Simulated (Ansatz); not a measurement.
```yaml
crystal:
  periodic: [false, false, false]
  atoms:
    - {symbol: C, position_ang: [-0.436512, 1.082982, 0.512903]}
    - {symbol: In, position_ang: [0.575991, -1.118256, -0.304670]}
    - {symbol: F, position_ang: [2.809258, -1.495133, -0.756516]}
    - {symbol: Br, position_ang: [-1.044257, -3.403871, -1.411349]}
    - {symbol: H, position_ang: [-1.012241, 1.852184, -0.404263]}
    - {symbol: H, position_ang: [-1.056828, 1.026151, 1.852318]}
    - {symbol: H, position_ang: [0.656988, 2.169136, 0.702781]}
basis:
  gaussian: {orbitals: def2-TZVPP, point_charges: [{charge: 0.50, position_ang: [5.741, -0.812, 0.831]}]}
total_charge: 1
magnetization: {spin_polarized: true, initial_magnetization: 1}
hamiltonian: {xc: {name: SPW92}}
relax: {f_tol: 0.0001, max_steps: 1}
output: {forces: true}
```

```sh
$ ansatz run in.yaml --threads 4 --pin off --events-out ev --progress --plain --max-ram 10444MiB
```

Shortened log:

```
Functional definition: SPW92
1277 factors; their error is unknown
mean field evaluation 1: about -78849.7020 eV, gradient 8.0e1 eV
mean field evaluation 2: about -78503.5418 eV, gradient 1.7e2 eV
mean field evaluation 4: about -78862.4562 eV, gradient 4.8e1 eV
mean field evaluation 8: about -78862.4557 eV, gradient 4.8e1 eV
mean field evaluation 16: about -78876.9599 eV, gradient 1.3e-1 eV
mean field evaluation 32: about -78876.9729 eV, gradient 4.5e-3 eV
mean field -78876.97292812 eV, -2898.6752903758 hartree, gradient 1.7e-6 eV, S^2 0.752390; 10 other end points of the search recorded, 0 dependent functions left out
reference -78876.97297675 eV, -2898.6752921632 hartree; 37, 36 occupied and 165, 166 virtual orbitals, 1277 factors
relax step   1: F+E_penalty+E_count = -78876.97292812 eV  Δ(F+E_penalty+E_count) = +0.000e0 eV  max|allowed force component| = 4.943e0 eV/Å  Δτ_max = 0.0000 Å  (851 SCF iters, accepted)
Error: geometry relaxation did not converge after 1 steps: max|allowed force component| = 4.94e0 eV/Å (threshold 1.0e-4). Raise `relax.max_steps` over both its present limit and 1, loosen `relax.f_tol`, or start from a geometry closer to equilibrium. Where this run's directory can be resumed (`checkpoint.write`), a resume goes on for up to `relax.max_steps` more
```

Q: Something in this input is off. What?

A: The relaxation is allowed too few steps for its threshold. The calculation stopped without meeting its thresholds.
